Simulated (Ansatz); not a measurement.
Ansatz (a program for electronic structure) job for dichloro(silylmethyl)silane (CH6Cl2Si2), SMILES [SiH3]C[SiH](Cl)Cl, r2SCAN-D4/def2-SVP. 

Ansatz 0.2 input:
```yaml
crystal:
  periodic: [false, false, false]
  atoms:
    - {symbol: Si, position_ang: [-1.74703789, -1.57139726, 0.46978327]}
    - {symbol: C, position_ang: [-0.37072930, -1.29894739, -0.83116122]}
    - {symbol: Si, position_ang: [0.72728863, 0.22796399, -0.60250683]}
    - {symbol: Cl, position_ang: [-0.40106019, 1.90208051, -0.66306448]}
    - {symbol: Cl, position_ang: [1.67155177, 0.13592992, 1.18043678]}
    - {symbol: H, position_ang: [-2.47611196, -2.78387006, 0.08840743]}
    - {symbol: H, position_ang: [-2.65593783, -0.42590988, 0.46912184]}
    - {symbol: H, position_ang: [-1.14258065, -1.75081637, 1.78919777]}
    - {symbol: H, position_ang: [-0.83692520, -1.24731516, -1.81505389]}
    - {symbol: H, position_ang: [0.26392253, -2.18511898, -0.84605285]}
    - {symbol: H, position_ang: [1.75014171, 0.34860302, -1.63585197]}
basis:
  gaussian:
    orbitals: def2-SVP
hamiltonian:
  xc: r2scan
  dispersion: d4
relax: {f_tol: 0.002, max_steps: 200}
```

Program output:

```
WARN ansatz: RAYON_NUM_THREADS=1 ignored (pool sized by the plan → 1); use --threads N
Functional definition: r2SCAN
integrals: 0.07 GiB planned
1288 factors; their error is unknown
mean field: 0.36 GiB planned
mean field evaluation 1: about -41915.7626 eV, gradient 4.7e1 eV
mean field evaluation 2: about -41909.3239 eV, gradient 6.3e1 eV
mean field evaluation 4: about -41921.2193 eV, gradient 2.6e0 eV
mean field evaluation 8: about -41921.2339 eV, gradient 4.0e-2 eV
mean field evaluation 16: about -41921.1385 eV, gradient 3.2e-5 eV
mean field -41921.13854958 eV, -1540.5734265287 hartree, gradient 3.2e-5 eV, S^2 0.000000; 0 other end points of the search recorded, 0 dependent functions left out
the calculation of the forces begins
reference -41921.13855966 eV, -1540.5734268993 hartree; 37, 37 occupied and 79, 79 virtual orbitals, 1288 factors
relax step   1: F+E_penalty+E_count = -41921.22315963 eV  Δ(F+E_penalty+E_count) = +0.000e0 eV  max|allowed force component| = 1.306e0 eV/Å  Δτ_max = 0.0000 Å  (27 SCF iters, accepted)
these checks for a lower state are left out or cut short: starts, cluster_reference, orbital_swaps, neighbouring_geometries, increment
integrals: 0.07 GiB planned
1288 factors; their error is unknown
mean field: 0.37 GiB planned
mean field -41921.23725511 eV, -1540.5770538902 hartree, gradient 1.8e-5 eV, S^2 0.000000; 0 other end points of the search recorded, 0 dependent functions left out
the calculation of the forces begins
reference -41921.23726520 eV, -1540.5770542608 hartree; 37, 37 occupied and 79, 79 virtual orbitals, 1288 factors
relax step   2: F+E_penalty+E_count = -41921.32169982 eV  Δ(F+E_penalty+E_count) = -9.854e-2 eV  max|allowed force component| = 3.180e-1 eV/Å  Δτ_max = 0.0583 Å  (29 SCF iters, accepted)
these checks for a lower state are left out or cut short: starts, cluster_reference, orbital_swaps, neighbouring_geometries, increment
integrals: 0.07 GiB planned
1288 factors; their error is unknown
mean field: 0.37 GiB planned
mean field -41921.24531956 eV, -1540.5773502532 hartree, gradient 1.9e-5 eV, S^2 0.000000; 0 other end points of the search recorded, 0 dependent functions left out
the calculation of the forces begins
reference -41921.24532966 eV, -1540.5773506242 hartree; 37, 37 occupied and 79, 79 virtual orbitals, 1288 factors
relax step   3: F+E_penalty+E_count = -41921.32986287 eV  Δ(F+E_penalty+E_count) = -8.163e-3 eV  max|allowed force component| = 6.773e-2 eV/Å  Δτ_max = 0.0181 Å  (30 SCF iters, accepted)
these checks for a lower state are left out or cut short: starts, cluster_reference, orbital_swaps, neighbouring_geometries, increment
integrals: 0.07 GiB planned
1288 factors; their error is unknown
mean field: 0.36 GiB planned
mean field evaluation 32: about -41921.3451 eV, gradient 3.8e-1 eV
mean field -41921.24559612 eV, -1540.5773604167 hartree, gradient 1.8e-5 eV, S^2 0.000000; 0 other end points of the search recorded, 0 dependent functions left out
the calculation of the forces begins
reference -41921.24560621 eV, -1540.5773607875 hartree; 37, 37 occupied and 79, 79 virtual orbitals, 1288 factors
relax step   4: F+E_penalty+E_count = -41921.33016972 eV  Δ(F+E_penalty+E_count) = -3.068e-4 eV  max|allowed force component| = 8.934e-3 eV/Å  Δτ_max = 0.0053 Å  (32 SCF iters, accepted)
these checks for a lower state are left out or cut short: starts, cluster_reference, orbital_swaps, neighbouring_geometries, increment
integrals: 0.07 GiB planned
1288 factors; their error is unknown
mean field: 0.37 GiB planned
mean field -41921.24562549 eV, -1540.5773614959 hartree, gradient 8.8e-5 eV, S^2 0.000000; 0 other end points of the search recorded, 0 dependent functions left out
the calculation of the forces begins
reference -41921.24563558 eV, -1540.5773618667 hartree; 37, 37 occupied and 79, 79 virtual orbitals, 1288 factors
relax step   5: F+E_penalty+E_count = -41921.33018827 eV  Δ(F+E_penalty+E_count) = -1.855e-5 eV  max|allowed force component| = 2.732e-3 eV/Å  Δτ_max = 0.0019 Å  (20 SCF iters, accepted)
these checks for a lower state are left out or cut short: starts, cluster_reference, orbital_swaps, neighbouring_geometries, increment
integrals: 0.07 GiB planned
1288 factors; their error is unknown
mean field: 0.37 GiB planned
mean field -41921.24564532 eV, -1540.5773622248 hartree, gradient 1.5e-5 eV, S^2 0.000000; 0 other end points of the search recorded, 0 dependent functions left out
the calculation of the forces begins
reference -41921.24565541 eV, -1540.5773625956 hartree; 37, 37 occupied and 79, 79 virtual orbitals, 1288 factors
relax step   6: F+E_penalty+E_count = -41921.33019743 eV  Δ(F+E_penalty+E_count) = -9.160e-6 eV  max|allowed force component| = 1.836e-3 eV/Å  Δτ_max = 0.0021 Å  (22 SCF iters, accepted)
integrals: 0.07 GiB planned
1288 factors; their error is unknown
mean field: 0.37 GiB planned
mean field evaluation 64: about -41921.2456 eV, gradient 7.4e-4 eV
mean field -41921.24564532 eV, -1540.5773622248 hartree, gradient 1.4e-5 eV, S^2 0.000000; 1 other end points of the search recorded, 0 dependent functions left out
the calculation of the forces begins
reference -41921.24565541 eV, -1540.5773625956 hartree; 37, 37 occupied and 79, 79 virtual orbitals, 1288 factors
Total energy: -41921.33020752 eV, -1540.5804698283 hartree
Atom 0 at    -1.729248    -1.567404     0.455024 Å, force     0.000507     0.000351     0.000050 eV/Å
Atom 1 at    -0.365239    -1.288136    -0.828384 Å, force    -0.000750    -0.000865    -0.000577 eV/Å
Atom 2 at     0.717342     0.203587    -0.614118 Å, force    -0.000682    -0.001836    -0.000718 eV/Å
Atom 3 at    -0.444972     1.913325    -0.672924 Å, force    -0.000419     0.001456    -0.000856 eV/Å
Atom 4 at     1.673183     0.105432     1.217454 Å, force     0.000787    -0.000129     0.001296 eV/Å
Atom 5 at    -2.491870    -2.799803     0.093993 Å, force     0.000163    -0.000770    -0.000728 eV/Å
Atom 6 at    -2.663929    -0.405796     0.473340 Å, force    -0.000219     0.000045     0.000010 eV/Å
Atom 7 at    -1.132472    -1.745246     1.809780 Å, force     0.000376    -0.000214     0.000114 eV/Å
Atom 8 at    -0.832672    -1.220346    -1.828402 Å, force    -0.000098     0.001524     0.000696 eV/Å
Atom 9 at     0.290593    -2.178527    -0.842893 Å, force     0.000380     0.001022     0.000992 eV/Å
Atom 10 at     1.761804     0.334116    -1.659614 Å, force    -0.000044    -0.000584    -0.000279 eV/Å
Dipole moment:    -0.012075    -0.336203    -0.309101 e Å
```

The calculation finished and met its thresholds.
